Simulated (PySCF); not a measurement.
A small calculation by hand: chemical shift, span and skew from a shielding tensor

BHN, SMILES B=[N] (connectivity only; charge and spin as stated), charge -1, multiplicity 1. Atoms are numbered in the order given.

```xyz
3

B      0.0000     0.0000     0.5882
N      0.0000     0.0000    -0.6734
H      0.0000     0.0000     1.7726
```
Charge -1, spin multiplicity 1.

The structure is a stationary point at B3LYP-D3(BJ)/def2-TZVPD. The spin state was assumed, not searched. The isomer is the one that the SMILES or the coordinates give; other isomers of the formula were not compared.

GIAO shieldings from PySCF with PBE0/pcSseg-2, non-relativistic, no solvent. The symmetric part of the tensor of N2 has the principal values -247.4, -247.4, 342.0 ppm. The same nucleus in NH3 has σ = 263.3 ppm at this level (PySCF, at its B3LYP-D3(BJ)/def2-TZVP geometry).

Q: Work out the isotropic shielding, the ¹⁵N shift against NH3, the span and the skew.

A: 
σ(iso) = (σ11 + σ22 + σ33)/3 = -50.9 ppm. δ = σ(ref) − σ(iso) = 263.3 − (-50.9) = 314.2 ppm.
Span Ω = σ33 − σ11 = 589.4 ppm. Skew κ = 3(σ(iso) − σ22)/Ω = 1.00, an axial tensor. Tumbling in solution averages the tensor to δ; in a static solid the shielding alone would spread this spin-1/2 line over Ω.
